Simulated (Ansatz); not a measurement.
Geometry optimisation, Ansatz 0.2.0, RKS BHLYP-D4/def2-SVP.

input.yaml

```yaml
crystal:
  periodic: [false, false, false]
  atoms:
    - { symbol: Zn, position_ang: [0.570872, -0.511219, -0.466762] }
    - { symbol: O, position_ang: [-0.323437, 0.605071, 2.142877] }
    - { symbol: H, position_ang: [-0.905026, -0.003787, 2.594928] }
    - { symbol: O, position_ang: [-0.456184, 0.008541, -1.802196] }
    - { symbol: H, position_ang: [-0.105053, -0.072237, -2.684888] }
    - { symbol: O, position_ang: [1.626661, -1.12889, 0.835078] }
    - { symbol: Si, position_ang: [2.582456, -2.364198, 1.30113] }
    - { symbol: H, position_ang: [2.555462, -3.479778, 0.31572] }
    - { symbol: H, position_ang: [3.993002, -1.931075, 1.456141] }
    - { symbol: H, position_ang: [2.127339, -2.908408, 2.606061] }
    - { symbol: H, position_ang: [0.562809, 0.201381, 2.238612] }
basis:
  gaussian: { orbitals: def2-SVP }
hamiltonian:
  xc: { name: BHLYP }
  dispersion: d4
relax:
  f_tol: 0.03
  max_steps: 50
```

Launched with:

```bash
$ ansatz run input.yaml --threads 4 --pin off --max-ram 5120MiB --backend cpu --events-out ev --progress --plain --runs-dir out
```

Question: Where does it end, and by what steps?

Answer: The forces met the threshold. After 13 steps the energy has fallen by 0.467 eV; H3 moved furthest, 0.96 Å. Joined: Zn1–O2 (2.98 → 2.11 Å).

```
step  energy less start (eV)  largest force component (eV/Å)  accepted
   0                  0.0000                           1.009       yes
   1                 -0.1121                           0.941       yes
   2                 -0.2826                           1.087       yes
   3                 -0.3737                           1.090       yes
   4                 -0.3954                           1.136       yes
   5                 -0.4360                           0.381       yes
   6                 -0.3479                           0.656        no
   7                 -0.4550                           0.086       yes
   8                 -0.4618                           0.045       yes
   9                 -0.4617                           0.364        no
  10                 -0.4643                           0.098       yes
  11                 -0.4655                           0.133       yes
  12                 -0.4659                           0.097       yes
  13                 -0.4669                           0.007       yes
```

```xyz
11
Properties=species:S:1:pos:R:3
Zn 0.458 -0.419 -0.032
O -0.227 0.568 1.697
H -1.112 0.730 2.018
O -0.371 0.110 -1.519
H -0.087 -0.304 -2.329
O 1.477 -1.345 1.159
Si 2.663 -2.446 1.274
H 2.661 -3.397 0.125
H 4.013 -1.821 1.313
H 2.516 -3.254 2.514
H 0.238 -0.005 2.316
```

Time of the run: 55 s on 4 threads of Arm Neoverse N1, on a shared host, peak memory 0.31 GiB.
